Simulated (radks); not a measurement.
The chlorine anion Cl-, [Ar], held by a Watson sphere: a shell of charge +1 at radius R that stands for the Madelung well of a crystal (potential energy -1/R inside, -1/r outside, in hartree with lengths in bohr). All-electron calculation, non-relativistic Kohn-Sham, PBEsol, spin-polarised, spherical densities, point nucleus. Program: a radial shooting solver on a logarithmic mesh with Libxc functionals. Response by self-consistent Sternheimer equations with the Hartree and adiabatic LDA kernel. The sphere does not respond.

| R (bohr) | e(2p) (eV) | e(3s) (eV) | e(3p) (eV) | <r> 3p (bohr) | sum of <r^2> (bohr^2) | X-ray form factor at sin(theta)/lambda = 0.1 1/angstrom | alpha (bohr^3) |
|---|---|---|---|---|---|---|---|
| 1.98 | -189.44 | -20.720 | -9.060 | 1.868 | 32.55 | 15.929 | 17.34 |
| 2.4 | -189.21 | -19.888 | -8.402 | 1.917 | 34.15 | 15.850 | 19.99 |
| 2.54 | -189.10 | -19.626 | -8.175 | 1.931 | 34.63 | 15.828 | 20.94 |
| 2.98 | -188.68 | -18.858 | -7.471 | 1.967 | 35.92 | 15.772 | 24.03 |
| 3.26 | -188.37 | -18.415 | -7.047 | 1.985 | 36.60 | 15.744 | 26.01 |
| 3.38 | -188.24 | -18.236 | -6.872 | 1.992 | 36.85 | 15.734 | 26.85 |
| 3.67 | -187.92 | -17.829 | -6.470 | 2.006 | 37.41 | 15.714 | 28.84 |
| 4.57 | -186.98 | -16.766 | -5.407 | 2.034 | 38.62 | 15.675 | 34.41 |
